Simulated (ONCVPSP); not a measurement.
**Configuration tests for Mn (ONCV)**

```json
{"Element": "Mn (Z = 25)", "Generator": "ONCVPSP 4.0.1", "Type": "optimised norm-conserving Vanderbilt (ONCV)", "Functional": "PBE", "Relativity": "scalar-relativistic", "Frozen core": "[Ne]", "Valence charge": "15", "Reference configuration": "3s2 3p6 3d5 4s1.5 (charge +0.5)", "Partial waves": "3s+4s: rc 1.25 bohr, ncon 5, nbas 10, qcut 10.1 1/bohr, 2 projectors; 3p: rc 1.35 bohr, ncon 4, nbas 7, qcut 10.4 1/bohr, 2 projectors, debl 1.5 Ha; 3d: rc 1.65 bohr, ncon 4, nbas 9, qcut 7.5 1/bohr, 2 projectors, debl 1 Ha", "Local potential": "polynomial inside 1.05 bohr (lpopt 5, dvloc0 0 Ha)", "Core correction": "Teter function, fcfact 5, rcfact 1.75"}
```

In the p channel the program set the typed energies aside and used -2.151, 0.250 Ha.

Energies are relative to the spin-unpolarised reference configuration 3s2 3p6 3d5 4s1.5; without spin polarisation the order of configurations can differ from experiment.

```json
{"valence configuration": "3s2 3p6 3d5 4s2", "charge": "0", "ΔE all-electron (eV)": "-3.361", "error AE − PS (meV)": "+0.7"}
{"valence configuration": "3s2 3p6 3d5 4s1", "charge": "+1", "ΔE all-electron (eV)": "5.056", "error AE − PS (meV)": "+0.2"}
{"valence configuration": "3s2 3p6 3d5 4s0", "charge": "+2", "ΔE all-electron (eV)": "20.654", "error AE − PS (meV)": "+3.6"}
```

Task: What are ΔE and the potential's error for 3s2 3p6 3d4 4s2 4p1?

Result: ΔE = 4.440 eV all-electron; the error (AE − PS) is +117 meV.

Levels in the configuration 3s2 3p6 3d4 4s2 4p1:

```csv
level,all-electron (eV),pseudo (eV)
3s,-93.157,-92.956
3p,-61.661,-61.496
3d,-12.995,-12.723
4s,-7.188,-7.200
4p,-2.623,-2.625
```
